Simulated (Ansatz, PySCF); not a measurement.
Br₂GaHO. Atoms are numbered in the order given.

```xyz
5

Ga     0.5588     0.0066     0.0000
Br    -0.5639    -1.9701     0.0000
Br    -0.5406     1.9792     0.0000
O      2.3258     0.0392     0.0000
H      2.7294    -0.8364     0.0000
```
Charge 0, spin multiplicity 1.

The structure is a stationary point at PBE0-D3(BJ)/def2-SVP. The structure was generated by enumeration; whether it is a known compound was not checked. One conformer was computed; it need not be the lowest.

Vertical ionisation energy (IE) and electron affinity (EA) in eV. Rows of orbital energies are one-electron estimates. Where ΔSCF, EOM or ADC give a negative EA the extra electron is unbound and the value depends on the basis.

```tsv
level	IE	EA
−ε(HOMO), −ε(LUMO), B3LYP/def2-TZVP (PySCF)	8.44	2.11
−ε(HOMO), −ε(LUMO), PBE/def2-TZVP (PySCF)	7.41	2.68
ΔSCF, PBE0/def2-SVPD (Ansatz), final states of multiplicity 2 and 2	___	___
ΔSCF, PBE/def2-SVPD (Ansatz), final states of multiplicity 2 and 2	10.34	0.59
```

Problem. Fill in the missing entries. (An estimate is asked for; the answer gives what the named calculation found.)

Solution. 
- ΔSCF, PBE0/def2-SVPD (Ansatz, a program for electronic structure), final states of multiplicity 2 and 2, IE: 10.84
- ΔSCF, PBE0/def2-SVPD (Ansatz), final states of multiplicity 2 and 2, EA: 0.43

Problem. What vertical singlet–triplet gap does ΔSCF give with PBE0/def2-SVPD (Ansatz) and with PBE/def2-SVPD (Ansatz)? (The exact figures need the calculation; the answer reports its results.)

Solution. 5.28 and 4.70 eV (triplet above singlet where positive).
